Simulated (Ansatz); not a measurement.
`[Li][O][Si](C)(C)C` + H₂S → `[Li][SH]` + trimethylsilanol at 298.15 K and 1 bar (ligand exchange at a Li–O bond).

Gas-phase electronic energies from Ansatz, PBE0-D4/def2-TZVP geometries. CBS: MP2 limit from def2 TZ/QZ plus the TZ coupled-cluster correction, frozen cores. This one scheme is used for every species. For Li outer-core shells are correlated without core-valence functions, which leaves a few kJ/mol of doubt a bond. One conformer a species, not always the lowest.

```tsv
species	CCSD(T)/CBS energy (Eh)	H − E (kJ/mol)	S (J/(mol·K))
`[Li][O][Si](C)(C)C`	-491.47794	331.3	385.2
H₂S	-398.97279	49.9	205.7
`[Li][SH]`	-405.91799	33.3	239.0
`C[Si](C)(C)O`	-484.52812	352.8	371.0
```

H − E and S are ideal-gas, rigid-rotor, harmonic terms from PBE0-D4/def2-TZVP, for one conformer and one mirror image of each species. 1 Eh = 2625.50 kJ/mol, R = 8.31446 J/(mol·K).

Task: By hand: ΔE, ΔH, ΔS and ΔG.

Result: ΔE = (-405.91799) + (-484.52812) − (-491.47794) − (-398.97279) = 0.00462 Eh = 12.1 kJ/mol. Δ(H − E) = 33.3 + 352.8 − 331.3 − 49.9 = 4.9, so ΔH = 17.0 kJ/mol. ΔS = 239.0 + 371.0 − 385.2 − 205.7 = 19.1 J/(mol·K). ΔG = 17.0 − 298.15 × (19.1)/1000 = 11.3 kJ/mol.

Task: By hand: the equilibrium constant, and the temperature at which ΔG would vanish if ΔH and ΔS stayed fixed.

Result: log₁₀ K = −ΔG/(RT ln 10) = -2.0. ΔG = 0 at ΔH/ΔS = 890 K, though so small a ΔS makes that figure unsure.

TΔS isn't small against ΔH here. A doubt of 5 kJ/mol in ΔE shifts log₁₀ K by 0.9 here. Other conformers and mirror images would add mixing entropy, several J/(mol·K) or more a flexible species. These are equilibria of isolated gas molecules and say nothing of rates. Largest T1 diagnostic: 0.011 (customary marks: 0.02 for closed shells, 0.045 for open ones).
